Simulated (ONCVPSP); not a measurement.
## Varying the ONCV potential for Pm (Z = 61)

Base potential:

promethium (Pm), optimised norm-conserving Vanderbilt (ONCV), made with ONCVPSP 4.0.1 (PBE, fully relativistic). Core [Kr] 4d10 4f4, reference 5s2 5p6 5d1 (charge +2). Waves: 5s: rc 1.55 bohr, ncon 4, nbas 7, qcut 3.9 1/bohr, 2 projectors, debl 0.9 Ha; 5p: rc 2.75 bohr, ncon 3, nbas 7, qcut 4.9 1/bohr, 2 projectors, debl 3.5 Ha; 5d: rc 3.75 bohr, ncon 5, nbas 9, qcut 4.3 1/bohr, 2 projectors, debl 3.6 Ha. Local part: polynomial inside 1.45 bohr (lpopt 4, dvloc0 -1 Ha). Core correction: polynomial model core, fcfact 0.2.

Open shells are filled in proportion to 2j + 1.

In the s channel the program set the typed energies aside and used -2.148, 0.250 Ha. In the p channel the program set the typed energies aside and used -1.379, 0.050 Ha (j = l + 1/2; the other j can differ).

All-electron outer shells of the reference configuration (PBE, scalar-relativistic, ld1.x):

```json
{"shell": "5p", "level (eV)": "-38.59", "outermost node (bohr)": "0.75", "outermost maximum (bohr)": "1.44"}
{"shell": "4f", "level (eV)": "-20.79", "outermost node (bohr)": "–", "outermost maximum (bohr)": "0.62"}
{"shell": "5d", "level (eV)": "-15.10", "outermost node (bohr)": "0.85", "outermost maximum (bohr)": "1.97"}
```

Cutoffs, loose and tight: the cutoffs (Ha) at which the residual kinetic energy of the hardest occupied pseudo-wave falls to 1 and 0.1 mHa per electron. They do not see the model core or the augmentation charge, which bear on the density cutoff. Test errors are all-electron minus pseudo excitation energies from the reference, over the configurations 5s2 5p6 5d1 6s2; 5s2 5p6 5d1 6s1; 5s2 5p6 5d0; 5s2 5p6 5d1 6s1 6p1. A dash means not determined; rows that change the core or the reference have their own tests.

| change | outcome | cutoff, loose | cutoff, tight | bound ghosts | GHOST(+) flags above zero | largest test error (meV) |
| --- | --- | --- | --- | --- | --- | --- |
| base | generated, projector energies reset by the program | 47 Ha | 55 Ha | none | s, d5/2, d3/2 | +11 |
| d: rc 3.34 | generated, projector energies reset by the program | 47 Ha | 55 Ha | none | s, d5/2, d3/2 | -26 |
| d: rc 3.84 | generated, projector energies reset by the program | 47 Ha | 55 Ha | none | s, d5/2, d3/2 | +3.5 |
| d: rc 5.5 | generated, projector energies reset by the program | 47 Ha | 55 Ha | none | s, d5/2, d3/2 | +219 |

(1) What comes out with this change to the base: d: rc 4.86?

(2) What comes out with this change to the base: d: rc 2.8?

(3) What comes out with this change to the base: d: rc 4.32?

Results:

(1) outcome: generated, projector energies reset by the program; cutoff, loose: 47 Ha; cutoff, tight: 55 Ha; bound ghosts: none; GHOST(+) flags above zero: s; largest test error (meV): +120.

(2) outcome: generated, projector energies reset by the program; cutoff, loose: 47 Ha; cutoff, tight: 55 Ha; bound ghosts: none; GHOST(+) flags above zero: s; largest test error (meV): -38.

(3) outcome: generated, projector energies reset by the program; cutoff, loose: 47 Ha; cutoff, tight: 55 Ha; bound ghosts: none; GHOST(+) flags above zero: s; largest test error (meV): +44.

Reading the sweep of the d radius (base included, trends over the rows without a ghost): The loose cutoff stays near 47 Ha. The median size of the test errors (rows with all tests solved) is not monotonic: lowest 1.3 meV at 3.84 bohr, highest 44.1 meV at 5.5 bohr.
